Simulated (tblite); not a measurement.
Compound: C5H12P2.
Numbering: `[CH2:1]=[CH:2][CH2:3][P@:4](=[CH2:5])([CH3:6])[PH2:7]` (hydrogens: H8, H9 on C1; H10 on C2; H11, H12 on C3; H13, H14 on C5; H15, H16, H17 on C6; H18, H19 on P7)

Cartesian coordinates in Å at the GFN2-xTB level; atoms count from 1:
```xyz
19
C5H12P2 angstrom
C      2.8947   -0.1030   -0.5850
C      1.7052   -0.2461   -1.1391
C      0.5850   -1.0237   -0.5416
P     -0.6923    0.1567    0.0617
C     -0.1303    0.8627    1.5108
C     -2.1281   -0.9000    0.4581
P     -1.3721    1.0211   -1.9293
H      3.1423   -0.5798    0.3490
H      3.6677    0.4929   -1.0392
H      1.4726    0.2415   -2.0804
H      0.9144   -1.6082    0.3200
H      0.1159   -1.6709   -1.2893
H      0.8153    1.3812    1.3766
H     -0.8797    1.4967    1.9775
H     -1.7991   -1.6703    1.1535
H     -2.5376   -1.3470   -0.4472
H     -2.8897   -0.2901    0.9413
H     -2.3944    1.7015   -1.2734
H     -0.4995    2.0941   -1.7859
```

Level: GFN2-xTB in tblite, geometry and Hessian alike; calculated harmonic values, unscaled, isolated species. This tight-binding method is rough: wavenumbers can miss measured ones by several per cent, in bad cases by 10 to 20. Modes of hydrogen on phosphorus can be 10 to 20 % off. One conformer, not necessarily the lowest.

Harmonic wavenumbers (cm⁻¹): 47.3, 67.4, 120.9, 133.2, 159.9, 174.5, 195.0, 238.1, 241.6, 282.9, 351.0, 388.7, 417.2, 590.4, 673.1, 691.6, 730.1, 744.3, 754.7, 791.5, 834.7, 856.3, 893.6, 914.0, 948.9, 991.3, 1014.4, 1041.9, 1122.3, 1162.0, 1172.1, 1282.7, 1300.7, 1386.2, 1388.0, 1414.0, 1416.6, 1430.6, 1710.9, 2268.4, 2330.2, 2922.2, 2957.8, 2977.5, 2987.1, 2995.9, 3003.2, 3005.5, 3018.4, 3102.6, 3130.0.

A = 2123, B = 1308, C = 1034 MHz; mass 134.041 u (most abundant isotopes); point group C1, symmetry number 1.

Zero-point energy?

Half the sum of the wavenumbers: 32387 cm⁻¹ = 387.43 kJ/mol.

Give the ideal-gas entropy at 500 K and 1 bar in the rigid-rotor, harmonic-oscillator model (classical rotation).

Translation 180.69, rotation 128.23, vibration 233.81: S = 542.7 J/(mol K).

And Cp and H(500 K) − H(0)?

Cp = 248.61 J/(mol K), of which vibrations give 215.35 (their classical limit is 51 R = 424.0); H(500 K) − H(0) = 75.56 kJ/mol without the zero-point energy, 58.94 from vibrations.

How do the functions run with temperature in this model?

```tsv
T (K)	S (J/(mol K))	Cp (J/(mol K))	H − H(0) (kJ/mol)	G − H(0) (kJ/mol)	ln q(vib)
150	336.9	112.4	10.90	-39.63	3.44
250	404.3	155.3	24.28	-76.79	6.56
298.15	433.4	176.0	32.26	-96.97	8.03
400	490.9	216.0	52.28	-144.08	11.06
600	590.5	275.3	101.80	-252.49	16.73
900	713.8	332.6	193.66	-448.81	24.47
```

q(vib) and H(0) count from the zero-point level.

Blend soft modes into free rotors: weight 1/[1 + (100 cm⁻¹/ν̃)⁴] for the oscillator and the rest for a rotor with moment μB/(μ + B), μ = h/(8π²ν), B = 10⁻⁴⁴ kg m². What vibrational entropy results?

218.50 J/(mol K) in place of 233.81, which changes −T·S at 500 K by +7.66 kJ/mol.

What must be added to the electronic energy to get the Gibbs energy at 500 K and 1 bar?

ZPE + [H(500 K) − H(0)] − T·S = 387.43 + 75.56 − 271.36 = 191.63 kJ/mol.

Hindered rotation and anharmonicity are outside this model. Other conformers, if any are populated, would add a mixing term that is left out. The structure is chiral; the term R ln 2 for an equal mix with its mirror image is left out.
